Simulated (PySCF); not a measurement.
Isomers of C8H7FS, mass 154.025 u with the commonest isotopes. Level of theory: PySCF 2.14.0, PBE0-D3(BJ)/def2-SVP geometry optimisation, gas phase. One conformer each, none proved a minimum here; rigid rotors.

Question: Order these by rotational constant C, largest first.
A. `[CH2:1]=[CH:2][c:3]1[cH:4][cH:5][c:6]([SH:7])[c:8]([F:9])[cH:10]1` with C1–C2–C3–C4 -179°, C5–C6–S7–H 180°
B. `[F:1][C@H:2]1[CH2:3][S:4][c:5]2[cH:6][cH:7][cH:8][cH:9][c:10]21` with F1–C2–C3–S4 156°, C2–C3–S4–C5 -28°, C3–S4–C5–C6 -165°, F1–C2–C10–C9 36°
C. `[CH2:1]=[CH:2]/[CH:3]=[CH:4]\[c:5]1[cH:6][c:7]([F:8])[cH:9][s:10]1` with C1–C2–C3–C4 180°, C3–C4–C5–C6 -179°

Answer: B (711.2 MHz), A (540.6 MHz), C (493.5 MHz).

Question: Order these by radius of gyration √(Σ m r²/M), largest first.
A. `[CH2:1]=[CH:2]/[CH:3]=[CH:4]\[c:5]1[cH:6][c:7]([F:8])[cH:9][s:10]1` with C1–C2–C3–C4 180°, C3–C4–C5–C6 -179°
B. `[CH2:1]=[CH:2][c:3]1[cH:4][cH:5][c:6]([SH:7])[c:8]([F:9])[cH:10]1` with C1–C2–C3–C4 -179°, C5–C6–S7–H 180°
C. `[F:1][C@H:2]1[CH2:3][S:4][c:5]2[cH:6][cH:7][cH:8][cH:9][c:10]21` with F1–C2–C3–S4 156°, C2–C3–S4–C5 -28°, C3–S4–C5–C6 -165°, F1–C2–C10–C9 36°

Answer: A (2.579 Å), B (2.464 Å), C (2.160 Å).

Question: Order these by dipole moment, largest first.
A. `[CH2:1]=[CH:2]/[CH:3]=[CH:4]\[c:5]1[cH:6][c:7]([F:8])[cH:9][s:10]1` with C1–C2–C3–C4 180°, C3–C4–C5–C6 -179°
B. `[CH2:1]=[CH:2][c:3]1[cH:4][cH:5][c:6]([SH:7])[c:8]([F:9])[cH:10]1` with C1–C2–C3–C4 -179°, C5–C6–S7–H 180°
C. `[F:1][C@H:2]1[CH2:3][S:4][c:5]2[cH:6][cH:7][cH:8][cH:9][c:10]21` with F1–C2–C3–S4 156°, C2–C3–S4–C5 -28°, C3–S4–C5–C6 -165°, F1–C2–C10–C9 36°

Answer: A (1.17 D), B (0.94 D), C (0.57 D).

```tsv
SMILES	point group	Ia (u·Å²)	Ib (u·Å²)	Ic (u·Å²)	κ	μa (D)	μb (D)	μc (D)
C=Cc1ccc(S)c(F)c1	–	187.37	747.46	934.80	-0.87	0.92	0.21	0.00
C=C/C=C\c1cc(F)cs1	Cs	143.36	880.82	1024.16	-0.95	1.17	0.08	0.00
F[C@H]1CSc2ccccc21	C1	288.39	438.48	710.61	-0.15	0.40	0.06	0.40
```
